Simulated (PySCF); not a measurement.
**Ionisation energy of Rh²⁺ by level of theory**

Rh²⁺ [Kr] 4d7 (4F) → Rh³⁺ [Kr] 4d6 (5D), as a difference of total energies. All numbers are calculated (PySCF 2.14, the spin-free X2C one-electron Hamiltonian (Gaussian nucleus), in x2c-QZVPPall). Correlated levels: valence: [Kr] frozen; valence and next inner shell: [Ar] 3d10 frozen. The calculations carry no spin-orbit coupling.

Order these methods by the ionisation energy they give, lowest first.
A. SCS-MP2 (valence)
B. MP2 (valence and next inner shell)
C. LDA
D. PBE0

B (30.732 eV), A (30.891 eV), D (31.070 eV), C (31.510 eV).

A first-order spin-orbit estimate (lowest level to lowest level, LS coupling) adds 0.070 eV.

Errors of the correlated levels include the incompleteness of this basis and the frozen core.

For comparison: 31.06 eV (semi-empirical (NIST evaluation); NIST Atomic Spectra Database, ionization energies).
